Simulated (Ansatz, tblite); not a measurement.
Spin states of SnGe3⁺ (the lowest doublet isomer of a short search), each relaxed with PBE-D4/def2-SVP in Ansatz. Electronic energies in the gas phase.

In the def2 sets Sn takes a core potential; there is no spin–orbit coupling. The xTB rows come from tblite. HSE06 is defined as in plane-wave codes, on full-range PBE exchange. Correlated methods freeze 31 core orbitals; core or outer-core shells of Ge, Sn are correlated, in sets that lack core-valence functions. The rows differ in basis, and correlated rows in double-zeta sets carry the largest basis error. In CCSD on the charge 1 doublet the largest single amplitude is 0.21, so its Hartree–Fock determinant may place the open shell otherwise than the density functionals do. The structure comes from a short search, and lower isomers may exist.

Doublet geometry (C2v within 0.1 Å):

| atom | x (Å) | y (Å) | z (Å) |
| --- | --- | --- | --- |
| Ge1 | 1.076 | 0.936 | 0.390 |
| Ge2 | -1.019 | -1.031 | -0.291 |
| Ge3 | 0.799 | -1.302 | 1.302 |
| Sn4 | -0.856 | 1.397 | -1.401 |

Quartet geometry (Cs within 0.1 Å):

```xyz
4

Ge   -1.076   -0.787   -0.749
Ge    0.980    0.744    0.858
Ge   -1.166   -0.462    1.685
Sn    1.261    0.505   -1.793
```

⟨S²⟩: doublet 0.76 at PBE0-D4/def2-TZVP (pure 0.75), quartet 3.76 at PBE0-D4/def2-TZVP (pure 3.75).

Run but left out: HF/STO-3G, HF/def2-SVP, HF/def2-TZVP, MP2/def2-SVP, MP2/def2-TZVP (doublet: ⟨S²⟩ 1.28 to 1.95, where a pure state has 0.75).

Only these spin states were relaxed.

```tsv
level	quartet − doublet (kcal/mol)	lowest of these	remarks
GFN1-xTB	25.1	doublet	–
GFN2-xTB	34.4	doublet	–
PBE-D4/def2-TZVP	33.9	doublet	–
r2SCAN-D4/def2-TZVP	32.2	doublet	–
PBE0-D4/def2-TZVP	32.0	doublet	–
HSE06-D4/def2-TZVP	32.0	doublet	–
ωB97X-V/def2-TZVP	32.6	doublet	–
CCSD/def2-SVP	30.9	doublet	spin-contaminated (⟨S²⟩ 1.28) (doublet), spin-contaminated (⟨S²⟩ 3.97) (quartet)
CCSD(T)/def2-SVP	34.7	doublet	spin-contaminated (⟨S²⟩ 1.28) (doublet), spin-contaminated (⟨S²⟩ 3.97) (quartet)
```

Change of the quartet − doublet gap on mixing in exact exchange, in kcal/mol: PBE to PBE0 (25 % exact exchange) -1.9.

The xTB methods have no spin-polarisation term.
